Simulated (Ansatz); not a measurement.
Wavefunction ladder for CHBFNS (`FB1N=CS1`)

```xyz
6

F     1.7515    1.3880   -0.3396
B     0.7305    0.6174   -0.1168
N     0.3678   -0.6805   -0.6992
C    -0.6781   -0.6843    0.0366
S    -0.7231    0.8160    1.0372
H    -1.4488   -1.4566    0.0817
```

Total charge 0; spin multiplicity 1. The structure was optimised at the PBE0-D4/def2-TZVP level. Frozen core, restricted reference, Ansatz 0.2.0. CBS rows extrapolate triple and quadruple zeta; past MP2 they add the triple-zeta difference.

```
     basis     HF (Eh)  MP2 corr.  CCSD corr.       (T)  CCSD(T) total
  def2-SVP  -614.30719          ?           ?  -0.02471              ?
def2-TZVPP           ?   -0.85094           ?  -0.04124              ?
def2-QZVPP  -614.72952   -0.91985           –         –              –
 CBS(def2)  -614.73237   -0.97090    -0.98904     as TZ     -615.76265
```

(1) Fill in the withheld values. (An estimate is asked.)

Answers

(1) Ansatz gave: def2-SVP MP2 corr.: -0.67011; def2-SVP CCSD corr.: -0.69409; def2-SVP CCSD(T) total: -615.02599; def2-TZVPP HF (Eh): -614.70888; def2-TZVPP CCSD corr.: -0.86907; def2-TZVPP CCSD(T) total: -615.61919.
